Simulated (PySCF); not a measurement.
C5H6Se, SMILES C1CC(=C=C)[Se]1.

The structure is a stationary point at B3LYP-D3(BJ)/def2-SVP. This is a generated structure with no PubChem entry under its InChIKey; it may be hypothetical.

Calculation: PySCF with PBE/def2-TZVP.

Computed frontier levels, gap, dipole moment and polarisability:
highest occupied level: -4.87 eV
lowest empty level: -1.90 eV
orbital gap: 2.97 eV
dipole moment: 1.61 D
quadrupole, principal values (traceless, Buckingham form, about the centre of nuclear charge): -3.35, -3.03, 6.38 D·Å
mean static polarisability: 92.7 bohr³ (13.74 Å³)
polarisability, principal values: 58.4, 80.5, 139.4 bohr³
